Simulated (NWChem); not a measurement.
# CH3O2 cation; SMILES C(=O)[OH2+]

```xyz
6

O     -0.2757     1.2351    -0.0725
C      0.4625     0.3609    -0.0140
O     -0.1677    -1.0858     0.0368
H      1.5542     0.2066    -0.0011
H      0.3223    -1.8936     0.2929
H     -1.1415    -1.1597     0.1267
```
Atoms are numbered in this order, from 1.

All runs: NWChem. Pople sets run with spherical d functions. Coordinates come from a PBE0/def2-SVP optimisation. Field at 589 nm.

What does the run give for B3LYP/6-31G*? Quantities: isotropic polarisability (bohr³); anisotropy (bohr³).


```
Property                          Result
--------------------------------  ------
isotropic polarisability (bohr³)    16.2
anisotropy (bohr³)                  12.6
```
